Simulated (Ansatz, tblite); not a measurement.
Removing an electron: [CuBr3(NH3)]- (CuBr3NH3⁻). The state is a doublet with charge -1. Geometry: PBE-D4/def2-SVPD. Ansatz, gas phase; energy differences of separate SCF runs; the oxidised species is a triplet (the singlet lies 0.04 eV higher at PBE0-D4/def2-TZVPD).

```xyz
8

Cu    0.3099   -0.8132    0.3508
Br    0.6729    0.4511    2.4465
Br    0.0706   -3.0197    1.1998
Br    1.0817   -1.2867   -1.9520
N    -0.4730    0.9406   -0.4155
H    -0.9558    0.7871   -1.3071
H     0.3555    1.5170   -0.5940
H    -1.0617    1.4237    0.2714
```

The xTB rows come from tblite. B3LYP takes the VWN-RPA correlation. HOMO above LUMO, or a gap near zero within one spin, warns that the state may not be the lowest or that an electron is smeared out. No other spin state of charge -1 was run. The order of the spin states hangs on the level: the singlet lies 0.24 eV below the triplet at PBE-D4/def2-TZVPD, but 0.04 eV above it at PBE0-D4/def2-TZVPD. The singlet is doubtful at PBE0-D4/def2-TZVPD (restricted singlet with a triplet 0.04 eV lower at the same geometry).

Task: Estimate orbital energies and vertical ionisation energies at: GFN1-xTB; GFN2-xTB; PBE-D4/def2-TZVPD; B3LYP-D4/def2-TZVPD; PBE0-D4/def2-TZVPD.

Result: 
```csv
level,−HOMO (eV),vertical IE (eV),−LUMO (eV),HOMO–LUMO gap (eV),remarks
GFN1-xTB,–,7.78,–,–,–
GFN2-xTB,–,9.04,–,–,–
PBE-D4/def2-TZVPD,1.69,4.18,0.88,0.81,"gap within one spin near zero (triplet), lower spin may lie lower (triplet)"
B3LYP-D4/def2-TZVPD,2.65,4.57,0.22,2.44,–
PBE0-D4/def2-TZVPD,2.88,4.62,-0.12,3.01,–
```

Relaxing the oxidised species (PBE-D4/def2-SVPD) changes its energy by -0.36 eV at PBE-D4/def2-TZVPD, so the adiabatic ionisation energy to this nearest minimum is 3.83 eV. At PBE0-D4/def2-TZVPD it is 4.13 eV.    HOMO and LUMO are the levels of the spin that leaves or enters (xTB has no such levels and no spin-polarisation term). Other spin states of the ions may lie lower, which would lower the ionisation energy or raise the affinity. Raw xTB energy differences between charge states are shifted by several eV; the methods need an empirical correction for them.
